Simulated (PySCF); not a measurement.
Geometry (Å), atoms numbered from 1 in this order:
```xyz
15

C    -1.120   -0.900   -1.523
C    -0.344   -0.351   -0.367
C     0.300    0.832   -0.444
C     1.066    1.427    0.619
N     1.689    2.526    0.625
C    -0.361   -1.195    0.807
F    -1.077   -2.365    0.688
C     0.194   -1.050    1.998
O     0.614   -1.060    3.080
H    -1.062   -0.235   -2.379
H    -0.734   -1.880   -1.804
H    -2.165   -1.033   -1.245
H     0.249    1.389   -1.370
H     1.115    0.849    1.542
H     1.632    3.052   -0.247
```

[PySCF: GFN2-xTB structure; GIAO PBE0/pcSseg-1 shieldings; no solvent; one computed conformer; non-relativistic; one averaged value for each set of equivalent atoms]

References, each an isolated molecule treated in the same way: TMS for $^{13}$C (σ = 186.93 ppm).

Problem. Do the $^{13}$C shifts follow the atomic charges (in e)? Tabulate both.

Solution. 
```json
{"atoms": "C8", "hybridisation": "–", "δ (ppm)": "263.7", "σ para (ppm)": "-340", "Hirshfeld": "+0.21", "IAO": "+0.42", "Mulliken": "+0.33", "ESP-fitted": "+0.48"}
{"atoms": "C4", "hybridisation": "–", "δ (ppm)": "165.3", "σ para (ppm)": "-234", "Hirshfeld": "+0.03", "IAO": "+0.04", "Mulliken": "+0.08", "ESP-fitted": "+0.56"}
{"atoms": "C2", "hybridisation": "–", "δ (ppm)": "143.7", "σ para (ppm)": "-219", "Hirshfeld": "+0.01", "IAO": "+0.03", "Mulliken": "-0.38", "ESP-fitted": "+0.37"}
{"atoms": "C6", "hybridisation": "–", "δ (ppm)": "134.2", "σ para (ppm)": "-195", "Hirshfeld": "+0.03", "IAO": "+0.09", "Mulliken": "+0.25", "ESP-fitted": "-0.28"}
{"atoms": "C3", "hybridisation": "–", "δ (ppm)": "113.6", "σ para (ppm)": "-182", "Hirshfeld": "-0.08", "IAO": "-0.23", "Mulliken": "-0.06", "ESP-fitted": "-0.64"}
{"atoms": "C1", "hybridisation": "–", "δ (ppm)": "22.5", "σ para (ppm)": "-80", "Hirshfeld": "-0.11", "IAO": "-0.42", "Mulliken": "-0.14", "ESP-fitted": "-0.48"}
```

Correlation coefficients of δ with charge over these carbons: Hirshfeld +0.95, IAO +0.96, Mulliken +0.57, ESP-fitted +0.72; with the paramagnetic shielding -1.00. With so few points these coefficients are fragile. Charge is one influence among several: hybridisation and low-lying excitations act through the paramagnetic term.

Shifts are as computed. Against solution values, carbons near 30 ppm lie about +3 ppm off and those near 130 ppm about +5 ppm. Of 1211 compounds with measured shifts, 218 miss one by over three times the rms of a fit or turn the order of signals round; such compounds aren't used in these exercises.
